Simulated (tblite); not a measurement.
C6H5FNOP.
Z-matrix (Å and degrees, GFN2-xTB geometry), rows numbered from 1:
```
C 
C   1  1.4913
C   2  1.3889  1  119.18
P   3  1.7320  2  127.25  1  -179.99
C   4  1.7618  3   95.66  2    -0.02
F   5  1.3452  4  115.21  3  -179.96
N   5  1.2892  4  129.80  3     0.03
C   7  1.3349  5  123.06  4    -0.01
C   8  1.4726  2  123.61  1     0.02
O   9  1.2048  8  126.72  2    -0.02
H   1  1.0890  2  110.22  3   121.11
H   1  1.0889  2  110.24  3  -121.62
H   1  1.0874  2  111.01  3    -0.24
H   3  1.0843  2  117.20  1     0.00
H   9  1.1043  8  111.29  2  -180.00
```

Level: GFN2-xTB in tblite, geometry and Hessian alike; calculated harmonic values, unscaled, isolated species. The method is semi-empirical: single wavenumbers can be off by several per cent or more. One conformer, not necessarily the lowest.

Harmonic wavenumbers (cm⁻¹): 63.1, 108.6, 160.0, 209.2, 209.5, 254.9, 307.1, 355.1, 384.7, 386.7, 451.4, 487.2, 500.2, 638.5, 697.4, 729.7, 787.4, 827.6, 923.6, 933.8, 1013.9, 1032.8, 1113.3, 1149.9, 1223.0, 1318.0, 1357.7, 1373.1, 1401.7, 1449.7, 1463.3, 1472.2, 1527.2, 1744.1, 2813.4, 3014.3, 3030.6, 3034.2, 3039.4.

A = 2075, B = 884.1, C = 622.3 MHz; mass 157.009 u (most abundant isotopes); point group Cs, symmetry number 1.

**Question.** Zero-point energy?

**Answer.** Half the sum of the wavenumbers: 21494 cm⁻¹ = 61.45 kcal/mol.

**Question.** What is S at 400 K and 1 bar for an ideal gas of classical rigid rotors and harmonic oscillators?

**Answer.** Translation 42.55, rotation 30.90, vibration 34.25: S = 107.7 cal/(mol K).

**Question.** And Cp and H(400 K) − H(0)?

**Answer.** Cp = 44.29 cal/(mol K), of which vibrations give 36.34 (their classical limit is 39 R = 77.5); H(400 K) − H(0) = 10.66 kcal/mol without the zero-point energy, 7.48 from vibrations.

**Question.** Which modes carry the vibrational entropy at 400 K?

**Answer.** 63.1 cm⁻¹: 4.94; 108.6 cm⁻¹: 3.87; 160.0 cm⁻¹: 3.11; 209.2 cm⁻¹: 2.60; 209.5 cm⁻¹: 2.60; 254.9 cm⁻¹: 2.23 cal/(mol K); the other 33 give 14.91 together.

**Question.** Blend soft modes into free rotors: weight 1/[1 + (100 cm⁻¹/ν̃)⁴] for the oscillator and the rest for a rotor with moment μB/(μ + B), μ = h/(8π²ν), B = 10⁻⁴⁴ kg m². What vibrational entropy results?

**Answer.** 32.70 cal/(mol K) in place of 34.25, which changes −T·S at 400 K by +0.62 kcal/mol.

Hindered rotation and anharmonicity are outside this model. Other conformers, if any are populated, would add a mixing term that is left out.

On one thread of an Arm Neoverse V1, on a shared host, this took 0.54 s wall. This covers the Hessian and the dipole derivatives.
